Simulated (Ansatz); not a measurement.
Consider the substitution at a C–Si bond: `C[Si]1(Cl)CS1` + `B1N[SiH2]1` → `CN1B[SiH2]1` + `Cl[SiH]1CS1`.

Isolated molecules relaxed with PBE0-D4/def2-TZVP in Ansatz; ΔE leaves out vibrations. CBS: MP2 limit from def2 TZ/QZ plus the TZ coupled-cluster correction, frozen cores. Functionals use def2-TZVPP. B3LYP here is the variant with VWN-RPA as its local correlation; programs differ in this.

```csv
level,ΔE (kJ/mol)
PBE-D4,70.2
ωB97X-V,72.9
r2SCAN,75.4
B3LYP,67.8
HF/def2-TZVPP,67.9
CCSD/def2-TZVPP,72.7
SCS-MP2/def2-QZVPP,72.1
HF/CBS(def2),67.6
```

(1) What does CCSD(T)/CBS give? (Estimate.)

Largest T1 diagnostic among the species: 0.014.

Results:

(1) The calculation gave: +74.7 kJ/mol. The listed levels differ from it by -4.5, -1.8, 0.7, -6.9, -6.8, -2.0, -2.6, -7.1 kJ/mol.

From PBE to PBE0 (25 % exact exchange), in def2-TZVPP and without D4, ΔE moves by +3.2 kJ/mol. In def2-TZVPP, CCSD(T) changes the Hartree–Fock value by +4.9 kJ/mol (the triples alone add +0.1 kJ/mol) and MP2 by +8.2 kJ/mol.
